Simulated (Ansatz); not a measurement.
Consider the ligand exchange at a B–O bond: `C=CCOB(O)O` + HBr → `OB(O)Br` + `C=CCO`.

Isolated molecules relaxed with PBE0-D4/def2-TZVP in Ansatz; ΔE leaves out vibrations. CCSD(T)/CBS adds triple-zeta CCSD(T) − MP2 to the extrapolated MP2 energy (def2 sets, frozen cores). DFT in def2-TZVPP. B3LYP here is the variant with VWN-RPA as its local correlation; programs differ in this. For Br outer-core shells are correlated without core-valence functions, which leaves a few kJ/mol of doubt a bond. Scalar relativity is left out up to krypton. One conformer a species, not always the lowest.

```
             level  ΔE (kcal/mol)
          B3LYP-D4           11.9
           ωB97M-V           11.4
            r2SCAN           10.5
              PBE0            9.8
     HF/def2-QZVPP           14.1
    MP2/def2-QZVPP           10.1
SCS-MP2/def2-QZVPP           11.0
      HF/CBS(def2)           14.2
```

(1) What does CCSD(T)/CBS give? (An estimate is asked.)

Largest T1 diagnostic among the species: 0.012.

Results:

(1) Computed: +11.1 kcal/mol. The listed levels differ from it by 0.8, 0.3, -0.6, -1.3, 3.0, -1.0, -0.1, 3.1 kcal/mol.

In def2-TZVPP, CCSD(T) changes the Hartree–Fock value by −2.0 kcal/mol (the triples alone add −0.5 kcal/mol) and MP2 by −3.5 kcal/mol. From PBE to PBE0 (25 % exact exchange), in def2-TZVPP and without D4, ΔE moves by +1.0 kcal/mol.
